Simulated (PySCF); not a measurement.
A run for PySCF: R-HF/STO-3G on CH5GeNO (SMILES C[O][Ge][NH2]).

```python
from pyscf import gto, scf, dft, mp
from pyscf.data.elements import chemcore

mol = gto.M(
    atom='''
    C    -1.33112560    0.05177276   -0.32130154
    O    -0.75503777   -0.34601838    0.90460431
    Ge    1.00528390   -0.49680671    1.27394201
    N     1.70219283    0.00490658   -0.35631211
    H    -1.02879572    1.06727586   -0.60279646
    H    -1.06149563   -0.62842410   -1.13764512
    H    -2.41763243    0.03873598   -0.21365619
    H     2.69919576    0.03371510   -0.50748962
    H     1.18741467    0.27484289   -1.18126951
    ''',
    basis='sto-3g',
    charge=0, spin=0, verbose=3, max_memory=1800)
mf = scf.RHF(mol)
mf.conv_tol = 1e-8
mf.max_cycle = 100
mf.kernel()
if not mf.converged:
    mf = mf.newton().run(mf.mo_coeff, mf.mo_occ)
```

**Question.** Predict the final total energy.

**Answer.** -2219.6558 hartree.
